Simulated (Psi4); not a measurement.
Intermolecular potential of CO2 ··· COS (SMILES O=C=O and O=C=S). Monomers: optimised at B3LYP-D3(BJ) (def2-TZVP), held rigid. Orientation: lowest of the rigid-body minima from ten starts at GFN2-xTB. Only R, the distance of the centres of mass, is varied, so the lowest point isn't the relaxed dimer.

Calculation: SAPT0/jun-cc-pVDZ, frozen core in Psi4 1.11.

Components in kcal/mol:

```tsv
R / Å	electrostatics	exchange	induction	dispersion	total
3.35	-7.25	15.43	-1.47	-3.92	2.79
3.56	-4.41	8.09	-0.74	-2.69	0.26
3.73	-3.02	4.76	-0.43	-1.99	-0.67
3.96	-1.87	2.30	-0.21	-1.34	-1.13
4.17	-1.26	1.17	-0.12	-0.95	-1.16
4.37	-0.91	0.61	-0.07	-0.70	-1.06
4.64	-0.61	0.25	-0.04	-0.46	-0.86
4.95	-0.42	0.09	-0.02	-0.30	-0.65
5.43	-0.25	0.02	-0.01	-0.16	-0.40
6.12	-0.14	0.00	0.00	-0.07	-0.21
7.15	-0.06	0.00	0.00	-0.03	-0.09
8.49	-0.03	0.00	0.00	-0.01	-0.04
```
